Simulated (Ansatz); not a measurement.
A structure relaxed at r2SCAN-D4/def2-SVP in Ansatz, charge 0, singlet:

Cartesian coordinates in Å:
```
C -5.903 -3.485 -2.063
N -5.732 -2.309 -2.887
C -6.488 -2.190 -4.117
C -4.612 -1.542 -2.752
C -4.157 -0.529 -3.591
C -2.976 0.116 -3.161
C -2.404 -0.338 -1.982
C -1.218 0.131 -1.333
C -0.384 1.176 -1.727
C 0.729 1.419 -0.900
C 0.866 0.598 0.213
C 1.873 0.606 1.224
C 2.004 -0.227 2.332
C 3.112 0.023 3.165
C 3.941 1.070 2.784
C 5.126 1.558 3.421
C 5.951 2.609 3.029
C 7.059 2.867 3.861
C 7.177 2.035 4.963
C 8.171 2.056 5.958
N 8.993 2.064 6.790
Se 5.776 0.776 5.010
Se 3.286 1.860 1.194
Se -0.559 -0.648 0.254
Se -3.445 -1.761 -1.279
H -5.200 -4.300 -2.326
H -6.931 -3.859 -2.167
H -5.750 -3.228 -1.001
H -6.764 -1.139 -4.295
H -5.922 -2.551 -4.998
H -7.414 -2.774 -4.029
H -4.670 -0.254 -4.514
H -2.525 0.931 -3.733
H -0.586 1.766 -2.624
H 1.450 2.215 -1.114
H 1.287 -1.027 2.536
H 3.311 -0.570 4.063
H 5.745 3.195 2.129
H 7.783 3.662 3.667
```

**Question.** Give its formula, name or SMILES.

**Answer.** `CN(C)c1ccc(-c2ccc(-c3ccc(-c4ccc(C#N)[se]4)[se]3)[se]2)[se]1`.

**Question.** Summarise the bond lengths by kind (pairs closer than 1.2 times the sum of covalent radii, bridged metal pairs left out).

**Answer.** 16 × C–C 1.39 to 1.43 Å; 8 × C–Se 1.88 to 1.90 Å; 4 × C–N 1.17 to 1.45 Å; 14 × C–H 1.09 to 1.11 Å.

Single mean-field runs in def2-SVP are fitted with def2-universal-jkfit.
